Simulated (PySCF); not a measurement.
Highest orbital energy against ionisation energy along the second row

Calculated with PySCF 2.14, no spin-orbit coupling. Each cell gives −ε(HOMO) / ΔSCF in eV; NIST values include spin-orbit coupling, (s) semi-empirical, (t) theoretical.

```
                            species              UHF              LDA              PBE             PBE0           r2SCAN  NIST (lowest levels)
Be⁺ (aug-cc-pVTZ, non-relativistic)  18.127 / 18.125  14.295 / 18.248  14.462 / 18.491  15.474 / 18.452  14.594 / 18.182                18.211
 B⁺ (aug-cc-pVTZ, non-relativistic)  23.776 / 23.442  19.402 / 24.546  19.500 / 24.598  20.788 / 24.555  19.721 / 24.251                25.155
 C⁺ (aug-cc-pVTZ, non-relativistic)  24.858 / 24.150  17.796 / 24.751  17.945 / 24.832  19.784 / 24.815  18.629 / 24.984                24.383
 N⁺ (aug-cc-pVTZ, non-relativistic)  30.365 / 29.193  22.000 / 30.040  22.021 / 29.887  24.238 / 29.898  22.792 / 30.127            29.601 (s)
 O⁺ (aug-cc-pVTZ, non-relativistic)  36.195 / 34.566  26.440 / 35.571  26.374 / 35.272  28.978 / 35.305  27.291 / 35.473                35.121
 F⁺ (aug-cc-pVTZ, non-relativistic)  35.649 / 33.391  26.184 / 35.259  26.463 / 35.424  29.040 / 35.254  27.048 / 35.111                34.971
Ne⁺ (aug-cc-pVTZ, non-relativistic)  42.099 / 39.266  31.259 / 41.430  31.262 / 41.147  34.238 / 41.008  32.043 / 41.136                40.963
```

Task: How far is −ε(HOMO) from ΔSCF on average for each method, and why?

Result: UHF 1.28 eV; LDA -7.50 eV; PBE -7.37 eV; PBE0 -5.25 eV; r2SCAN -6.74 eV. Hartree-Fock orbital energies lack relaxation and so exceed the ΔSCF value; semilocal functionals have convex E(N) from self-interaction, so their HOMO lies far too high; exact exchange moves hybrids part of the way back.
